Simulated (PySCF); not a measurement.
These are ωB97X-D3(BJ)/def2-TZVP // PBE0-D3(BJ)/def2-SVP (PySCF) values and carry that method's errors. Isolated molecules, 0 K electronic values unless said otherwise. One relaxed conformer stands for a flexible species; it need not be the lowest. Excitations are Tamm–Dancoff values on a coarser integration grid. The basis has no diffuse functions, so Rydberg states are missing or too high.

Reference species (SMILES): `Bc1cc2cccc-2ccc1O` (neutral, multiplicity 1).

| Property | Result |
|---|---|
| T1 excitation (TDA) | 2.15 eV |
| brightest of the four lowest singlets (TDA) | 5.18 eV |
| HOMO–LUMO gap | 7.20 eV |
| LUMO | -0.72 eV |

Changed species: `c12-c(cccc(O)c1)ccc2B`.

Question: Give the shifts of the T1 excitation (TDA), brightest of the four lowest singlets (TDA), HOMO–LUMO gap and LUMO.

Answer: the T1 excitation (TDA) falls by 0.13 eV, to 2.02 eV; the brightest of the four lowest singlets (TDA) decreases by 0.19 eV, to 4.99 eV; the HOMO–LUMO gap falls by 0.05 eV, to 7.15 eV; the LUMO rises by 0.10 eV, to -0.62 eV.
